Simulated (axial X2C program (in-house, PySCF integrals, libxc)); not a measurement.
Which molecule has these constants?

All values come from calculations with an in-house relativistic program for diatomic molecules, spin-free (one-electron X2C) or two-component (2c: spin–orbit coupling with atomic mean-field Coulomb and Gaunt terms, which also bring small scalar terms), in Dyall basis sets with cores contracted in-house; open shells are unrestricted.

A two-component PBE0 calculation in a Dyall 3-zeta basis gave Re = 2.867 Å, ωe = 224.7 cm⁻¹, Ω = 1/2.

Question: Which molecule is it?
A. LiSe⁺
B. LiV⁺
C. LiK⁺
D. LiGa⁺
E. LiCu⁺

Answer: B. The others have LiGa⁺ 3.058 Å and 198.6 cm⁻¹ (Ω = 1/2); LiSe⁺ 2.573 Å and 320.9 cm⁻¹ (Ω = 1); LiCu⁺ 2.668 Å and 228.8 cm⁻¹ (Ω = 1/2); LiK⁺ 3.860 Å and 146.5 cm⁻¹ (Ω = 1/2).

Each entry is the lowest single determinant of a limited PBE0 search at one distance. De goes to single-determinant-based atoms at the same level (for ions the charge split of lowest energy) and is withheld (n/a) where an atom does not fit its ground term or J level. Main or longest-lived isotopes. One determinant is a doubtful description, or other states lie close, for LiV⁺, LiSe⁺; these need not be ground states, and all values refer to the states named. Some open-shell Ω = 0 determinants are out of reach, so the Ω given for LiSe⁺ need not be the lowest component. With several unpaired electrons the Ω given is that of one determinant, not necessarily of the lowest component. The functionals have no current term, which raises determinants with orbital currents.
